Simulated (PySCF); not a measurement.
Isomers of C5H12O2Si, mass 132.061 u with the commonest isotopes. The calculation used PBE0/pcSseg-1 in PySCF (dipole) on a GFN2-xTB geometry, gas phase. One conformer each, none proved a minimum here; rigid rotors.

**Question.** Order these by rotational constant B, largest first.
A. `[CH2:1]=[C:2]([CH2:3][OH:4])[O:5][SiH2:6][CH2:7][CH3:8]` with C1–C2–C3–O4 -134°, C2–C3–O4–H 63°, C1–C2–O5–Si6 166°, C2–O5–Si6–C7 -81°, O5–Si6–C7–C8 -37°
B. `[CH3:1][O:2][C@@H:3]([SiH3:4])[O:5][CH:6]1[CH2:7][CH2:8]1` with C1–O2–C3–Si4 162°, O2–C3–O5–C6 80°, C3–O5–C6–C7 -178°
C. `[CH3:1][CH2:2][C@H:3]([SiH3:4])[CH2:5][O:6][CH:7]=[O:8]` with C1–C2–C3–Si4 -168°, C2–C3–C5–O6 83°, C3–C5–O6–C7 -110°, C5–O6–C7–O8 -3°
D. `[CH2:1]=[CH:2][C@@:3]([CH3:4])([CH2:5][OH:6])[O:7][SiH3:8]` with C1–C2–C3–C4 96°, C2–C3–C5–O6 -179°, C3–C5–O6–H -49°, C2–C3–O7–Si8 -69°
E. `[CH3:1][C@@H:2]1[O:3][CH2:4][C@:5]1([CH3:6])[O:7][SiH3:8]` with C4–C5–O7–Si8 174°, C1–C2–O3–C4 -111°, C2–O3–C4–C5 -8°, O3–C4–C5–C6 -106°, C1–C2–C5–C4 108°
F. `[CH3:1][CH:2]([CH3:3])[C:4](=[O:5])[CH2:6][SiH2:7][OH:8]` with C1–C2–C4–O5 97°, C2–C4–C6–Si7 -108°, C4–C6–Si7–O8 -45°, C6–Si7–O8–H 14°

**Answer.** D (1680 MHz), C (1374 MHz), E (1282 MHz), A (1168 MHz), B (1109 MHz), F (977.6 MHz).

**Question.** Order these by rotational constant A, largest first.
A. `[CH3:1][O:2][C@@H:3]([SiH3:4])[O:5][CH:6]1[CH2:7][CH2:8]1` with C1–O2–C3–Si4 162°, O2–C3–O5–C6 80°, C3–O5–C6–C7 -178°
B. `[CH3:1][CH2:2][C@H:3]([SiH3:4])[CH2:5][O:6][CH:7]=[O:8]` with C1–C2–C3–Si4 -168°, C2–C3–C5–O6 83°, C3–C5–O6–C7 -110°, C5–O6–C7–O8 -3°
C. `[CH2:1]=[CH:2][C@@:3]([CH3:4])([CH2:5][OH:6])[O:7][SiH3:8]` with C1–C2–C3–C4 96°, C2–C3–C5–O6 -179°, C3–C5–O6–H -49°, C2–C3–O7–Si8 -69°
D. `[CH3:1][C@@H:2]1[O:3][CH2:4][C@:5]1([CH3:6])[O:7][SiH3:8]` with C4–C5–O7–Si8 174°, C1–C2–O3–C4 -111°, C2–O3–C4–C5 -8°, O3–C4–C5–C6 -106°, C1–C2–C5–C4 108°
E. `[CH2:1]=[C:2]([CH2:3][OH:4])[O:5][SiH2:6][CH2:7][CH3:8]` with C1–C2–C3–O4 -134°, C2–C3–O4–H 63°, C1–C2–O5–Si6 166°, C2–O5–Si6–C7 -81°, O5–Si6–C7–C8 -37°
F. `[CH3:1][CH:2]([CH3:3])[C:4](=[O:5])[CH2:6][SiH2:7][OH:8]` with C1–C2–C4–O5 97°, C2–C4–C6–Si7 -108°, C4–C6–Si7–O8 -45°, C6–Si7–O8–H 14°

**Answer.** F (3085 MHz), D (2707 MHz), A (2483 MHz), E (2339 MHz), B (1841 MHz), C (1764 MHz).

**Question.** Order these by out-of-plane moment Σ m c² = (Ia + Ib − Ic)/2, smallest first.
A. `[CH3:1][CH2:2][C@H:3]([SiH3:4])[CH2:5][O:6][CH:7]=[O:8]` with C1–C2–C3–Si4 -168°, C2–C3–C5–O6 83°, C3–C5–O6–C7 -110°, C5–O6–C7–O8 -3°
B. `[CH3:1][CH:2]([CH3:3])[C:4](=[O:5])[CH2:6][SiH2:7][OH:8]` with C1–C2–C4–O5 97°, C2–C4–C6–Si7 -108°, C4–C6–Si7–O8 -45°, C6–Si7–O8–H 14°
C. `[CH3:1][C@@H:2]1[O:3][CH2:4][C@:5]1([CH3:6])[O:7][SiH3:8]` with C4–C5–O7–Si8 174°, C1–C2–O3–C4 -111°, C2–O3–C4–C5 -8°, O3–C4–C5–C6 -106°, C1–C2–C5–C4 108°
D. `[CH2:1]=[C:2]([CH2:3][OH:4])[O:5][SiH2:6][CH2:7][CH3:8]` with C1–C2–C3–O4 -134°, C2–C3–O4–H 63°, C1–C2–O5–Si6 166°, C2–O5–Si6–C7 -81°, O5–Si6–C7–C8 -37°
E. `[CH2:1]=[CH:2][C@@:3]([CH3:4])([CH2:5][OH:6])[O:7][SiH3:8]` with C1–C2–C3–C4 96°, C2–C3–C5–O6 -179°, C3–C5–O6–H -49°, C2–C3–O7–Si8 -69°
F. `[CH3:1][O:2][C@@H:3]([SiH3:4])[O:5][CH:6]1[CH2:7][CH2:8]1` with C1–O2–C3–Si4 162°, O2–C3–O5–C6 80°, C3–O5–C6–C7 -178°

**Answer.** F (21.03 u·Å²), A (44.29 u·Å²), C (52.88 u·Å²), B (59.35 u·Å²), E (61.06 u·Å²), D (87.64 u·Å²).

```json
{"SMILES": "C[C@@H]1OC[C@]1(C)O[SiH3]", "point group": "C1", "Ia (u·Å²)": "186.72", "Ib (u·Å²)": "394.29", "Ic (u·Å²)": "475.25", "κ": "-0.73", "μa (D)": "1.51", "μb (D)": "0.68", "μc (D)": "1.04"}
{"SMILES": "C=C[C@@](C)(CO)O[SiH3]", "point group": "C1", "Ia (u·Å²)": "286.53", "Ib (u·Å²)": "300.87", "Ic (u·Å²)": "465.28", "κ": "0.75", "μa (D)": "1.06", "μb (D)": "0.87", "μc (D)": "0.58"}
{"SMILES": "CC[C@H]([SiH3])COC=O", "point group": "C1", "Ia (u·Å²)": "274.48", "Ib (u·Å²)": "367.69", "Ic (u·Å²)": "553.59", "κ": "-0.01", "μa (D)": "1.36", "μb (D)": "0.25", "μc (D)": "0.70"}
{"SMILES": "C=C(CO)O[SiH2]CC", "point group": "C1", "Ia (u·Å²)": "216.09", "Ib (u·Å²)": "432.51", "Ic (u·Å²)": "473.33", "κ": "-0.84", "μa (D)": "0.52", "μb (D)": "0.55", "μc (D)": "1.70"}
{"SMILES": "CC(C)C(=O)C[SiH2]O", "point group": "C1", "Ia (u·Å²)": "163.84", "Ib (u·Å²)": "516.94", "Ic (u·Å²)": "562.09", "κ": "-0.93", "μa (D)": "1.84", "μb (D)": "2.58", "μc (D)": "0.98"}
{"SMILES": "CO[C@@H]([SiH3])OC1CC1", "point group": "C1", "Ia (u·Å²)": "203.55", "Ib (u·Å²)": "455.70", "Ic (u·Å²)": "617.18", "κ": "-0.65", "μa (D)": "1.36", "μb (D)": "1.12", "μc (D)": "1.50"}
```
